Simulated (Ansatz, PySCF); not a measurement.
The pair A = H2O (SMILES O) (first 3 atoms), B = CH3F (SMILES CF); geometry from B3LYP-D3(BJ)/def2-TZVP.
(charge 0, multiplicity 1):
```xyz
8

O     -0.12140    -0.06330     0.58278
H      0.00781     0.63656    -0.06439
H     -0.47988     0.37229     1.36722
C      0.45793    -0.30037     3.80823
F     -0.47775     0.63871     3.34951
H     -0.07371    -1.05333     4.38878
H      0.94023    -0.74932     2.94149
H      1.18384     0.22149     4.43079
```

Correlated levels freeze the cores. Rows in 6-31G* carry no dispersion term and start afresh at each structure (6-31G* with six Cartesian d functions).

Run with Ansatz (a program for electronic structure) with Gaussian orbitals; PySCF for 6-31G* rows. 

Total energies (hartree), monomers frozen at their geometry in the pair:

```tsv
structure	HF/aug-cc-pVTZ	B3LYP/6-31G*	MP2/aug-cc-pVDZ
AB	-215.1606913	-216.1525365	-215.6845392
A in the pair's basis	-76.0601477	-76.4104771	-76.2614218
B in the pair's basis	-139.0967439	-139.7369768	-139.4176757
A	-76.0600912	-76.4088269	-76.2608326
B	-139.0966092	-139.7334402	-139.4169753
```

Task: Work out the interaction energy without and with the counterpoise correction, and the superposition error, for each level.

Result: 
E(AB) − E(A) − E(B), times 627.509 kcal/mol, with the monomers in their own basis and then in the pair's basis:
- HF/aug-cc-pVTZ: -2.50 uncorrected, -2.38 corrected; the monomers gain 0.12 kcal/mol from borrowed functions
- B3LYP/6-31G*: -6.44 uncorrected, -3.19 corrected; the monomers gain 3.25 kcal/mol from borrowed functions
- MP2/aug-cc-pVDZ: -4.22 uncorrected, -3.41 corrected; the monomers gain 0.81 kcal/mol from borrowed functions
